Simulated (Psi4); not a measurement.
iodoethane (C2H5I), singlet, geometry from GFN2-xTB (core potentials on I); B3LYP/def2-SVP (Psi4).

Here is a job for Psi4.
```
memory 2 GB

molecule {
0 1
  C    -2.41282299   -0.33439221   -0.19734937
  C    -1.09297230   -1.03502268   -0.42130964
  I     0.58937418    0.22523880    0.10213485
  H    -2.53635536   -0.05580000    0.84720779
  H    -3.22617604   -1.00502504   -0.47345954
  H    -2.48722794    0.56497300   -0.80528000
  H    -1.00085071   -1.92477394    0.19601841
  H    -0.95144947   -1.30054098   -1.46567976
}

set basis def2-svp
set cholesky_tolerance 1e-3
set scf_type cd

energy('b3lyp')
print_variables()
```

### Question
Predict the main parts of the log of this Psi4 run.

### Answer

```
   => Loading Basis Set <=

    Name: DEF2-SVP
    Role: ORBITAL
    Keyword: BASIS

    !!!  WARNING: ECP capability is in beta. Please check occupations closely.  !!!

         ---------------------------------------------------------
                                   SCF
               by Justin Turney, Rob Parrish, Andy Simmonett
                          and Daniel G. A. Smith
                              RKS Reference
         ---------------------------------------------------------

  ==> Geometry <==

    Molecular point group: c1
    Full point group: C1

    Geometry (in Angstrom), charge = 0, multiplicity = 1:

       Center              X                  Y                   Z               Mass
    ------------   -----------------  -----------------  -----------------  -----------------
         C           -2.556739027867    -0.388261347511    -0.221864362363    12.000000000000
         C           -1.236888337867    -1.088891817511    -0.445824632363    12.000000000000
         I            0.445458142133     0.171369662489     0.077619857637   126.904471900000
         H           -2.680271397867    -0.109669137511     0.822692797637     1.007825032230
         H           -3.370092077867    -1.058894177511    -0.497974532363     1.007825032230
         H           -2.631143977867     0.511103862489    -0.829794992363     1.007825032230
         H           -1.144766747867    -1.978643077511     0.171503417637     1.007825032230
         H           -1.095365507867    -1.354410117511    -1.490194752363     1.007825032230

  Running in c1 symmetry.

  Rotational constants: A =      0.98416  B =      0.09869  C =      0.09282 [cm^-1]
  Rotational constants: A =  29504.48401  B =   2958.77578  C =   2782.69774 [MHz]
  Nuclear repulsion =  120.823966675331988

  Charge       = 0
  Multiplicity = 1
  Electrons    = 42
  Nalpha       = 21
  Nbeta        = 21

  ==> Algorithm <==

  SCF Algorithm Type is CD.
  DIIS enabled.
  MOM disabled.
  Fractional occupation disabled.
  Guess Type is SAD.
  Energy threshold   = 1.00e-06
  Density threshold  = 1.00e-06
  Integral threshold = 1.00e-12

  ==> Primary Basis <==

  Basis Set: DEF2-SVP
    Blend: DEF2-SVP
    Number of shells: 37
    Number of basis functions: 79
    Number of Cartesian functions: 83
    Spherical Harmonics?: true
    Max angular momentum: 2

  Core potential: DEF2-SVP
    Number of shells: 4
    Number of ECP primitives: 29
    Number of ECP core electrons: 28
[...]
   @RKS iter   3:  -376.94489806353732   -4.09457e-01   2.03775e-03 DIIS/ADIIS
   @RKS iter   4:  -376.95993615149331   -1.50381e-02   4.85302e-04 DIIS/ADIIS
   @RKS iter   5:  -376.96064104409641   -7.04893e-04   1.68561e-04 DIIS/ADIIS
   @RKS iter   6:  -376.96073023864881   -8.91946e-05   1.97930e-05 DIIS
   @RKS iter   7:  -376.96073140828599   -1.16964e-06   5.03693e-06 DIIS
   @RKS iter   8:  -376.96073149695013   -8.86641e-08   8.55245e-07 DIIS
  Energy and wave function converged.

  ==> Post-Iterations <==

   Electrons on quadrature grid:
      Ntotal   =   41.9999494303 ; deviation = -5.057e-05

    Orbital Energies [Eh]
    ---------------------

    Doubly Occupied:

[...]
    Virtual:

[...]
      79A     55.793310

    Final Occupation by Irrep:
              A
    DOCC [    21 ]
    NA   [    21 ]
    NB   [    21 ]

  @RKS Final Energy:  -376.96073149695013

   => Energetics <=

    Nuclear Repulsion Energy =            120.8239666753319881
    One-Electron Energy =                -863.6495128347883110
    Two-Electron Energy =                 394.2384723915526479
    DFT Exchange-Correlation Energy =     -28.3736577290464886
    Empirical Dispersion Energy =           0.0000000000000000
    VV10 Nonlocal Energy =                  0.0000000000000000
    Total Energy =                       -376.9607314969501317

Computation Completed

Properties will be evaluated at   0.000000,   0.000000,   0.000000 [a0]

Properties computed using the SCF density matrix

 Multipole Moments:

 ------------------------------------------------------------------------------------
     Multipole            Electronic (a.u.)      Nuclear  (a.u.)        Total (a.u.)
 ------------------------------------------------------------------------------------

 L = 1.  Multiply by 2.5417464519 to convert [e a0] to [Debye]
 Dipole X            :         41.9960469          -42.6075611           -0.6115143
 Dipole Y            :         15.8232214          -16.1934224           -0.3702009
 Dipole Z            :          7.1917857           -7.3499114           -0.1581256
 Magnitude           :                                                    0.7321217

 ------------------------------------------------------------------------------------

  Variable Map:
  ----------------------------------------------------------------------------
[...]
  Array Variable Map:
  ----------------------------------------------------------------------------
[...]
[...]
```
